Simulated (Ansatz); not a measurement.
Consider the cleavage of the Al–Sn bond: `C[SiH2][AlH][SnH3]` + H–F → `C[SiH2][AlH][F]` + `[SnH4]`.

Gas-phase electronic energies from Ansatz, PBE0-D4/def2-TZVP geometries. CBS: MP2 limit from def2 TZ/QZ plus the TZ coupled-cluster correction, frozen cores. This one scheme is used for every species. Functionals use def2-TZVPP. B3LYP here is the variant with VWN-RPA as its local correlation; programs differ in this. Elements past krypton have def2 core potentials. For Sn outer-core shells are correlated without core-valence functions, which leaves a few kJ/mol of doubt a bond. One conformer a species, not always the lowest.

`C[SiH2][AlH][SnH3]`:

Z-matrix (Å, degrees):
```
C
Si 1 1.882
H 1 1.092 2 110.8
H 1 1.092 2 111.0 3 120.2
H 1 1.092 2 110.7 3 -119.5
Al 2 2.458 1 113.0 3 61.6
H 2 1.495 1 109.7 3 -61.6
H 2 1.496 1 109.4 3 -177.5
Sn 6 2.665 2 119.8 1 6.4
H 6 1.592 2 121.6 1 -173.4
H 9 1.715 6 111.2 2 -93.4
H 9 1.712 6 114.5 2 146.4
H 9 1.714 6 112.5 2 24.8
```

H–F:

Z-matrix (Å, degrees):
```
F
H 1 0.920
```

`C[SiH2][AlH][F]`:

```xyz
10

C     0.909    1.344    0.207
Si    0.581   -0.442   -0.289
Al   -1.746   -1.128    0.072
F    -2.137   -2.698   -0.277
H     1.953    1.609    0.025
H     0.699    1.500    1.268
H     0.280    2.031   -0.363
H     1.481   -1.350    0.480
H     0.924   -0.632   -1.730
H    -2.943   -0.234    0.606
```

`[SnH4]`:

Z-matrix (Å, degrees):
```
Sn
H 1 1.704
H 1 1.704 2 109.5
H 1 1.704 2 109.5 3 -120.0
H 1 1.704 2 109.5 3 120.0
```

```tsv
level	ΔE (kcal/mol)
B3LYP	-36.7
MP2/def2-TZVPP	-33.8
MP2/def2-QZVPP	-33.2
CCSD/CBS(def2)	-32.9
```

(1) What does CCSD(T)/CBS give? (An estimate is asked.)

Largest T1 diagnostic among the species: 0.013.

## Answers

(1) The calculation gave: -32.2 kcal/mol. The listed levels differ from it by -4.5, -1.6, -1.0, -0.7 kcal/mol.

The D4 term adds +2.0 kcal/mol with B3LYP and +1.2 kcal/mol with PBE0; it sums over pairs of atoms, weighted by their polarisabilities, and B3LYP, whose exchange is more repulsive, gets the larger term. In def2-TZVPP, CCSD(T) changes the Hartree–Fock value by +5.4 kcal/mol (the triples alone add +0.7 kcal/mol) and MP2 by +5.3 kcal/mol.
